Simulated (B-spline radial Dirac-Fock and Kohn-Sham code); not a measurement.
**Binding energies of Rh in different valence configurations**

The computed values come from a radial B-spline solver: multi-electron Dirac-Fock with separately optimised hole states, Breit and Lamb-shift corrections added in first order. Correlation energy is missing from these numbers.

Reference: the tabulated ground configuration [Kr] 4d8 5s1, with 1s 23228.0 eV, 2p1/2 3156.2 eV, 2p3/2 3013.7 eV, 3p1/2 532.9 eV, 3p3/2 507.7 eV, 4p1/2 62.22 eV, Kα1 20214.3 eV, Kβ1 22720.3 eV.

Shifts from the reference in eV.

```
   configuration  average energy     1s  2p1/2  2p3/2  3p1/2  3p3/2  4p1/2    Kα1    Kβ1
[Kr] 4d7 5s1 5p1           +5.13  +6.36  +6.62  +6.63  +6.57  +6.57  +5.43  -0.26  -0.21
    [Kr] 4d8 5p1           +2.85  +1.77  +1.73  +1.73  +1.74  +1.74  +1.79  +0.04  +0.03
        [Kr] 4d9           +0.28  -4.36  -4.60  -4.60  -4.59  -4.59  -3.71  +0.24  +0.23
    [Kr] 4d7 5s2           +2.30  +4.94  +5.18  +5.18  +5.12  +5.11  +3.94  -0.25  -0.18
```
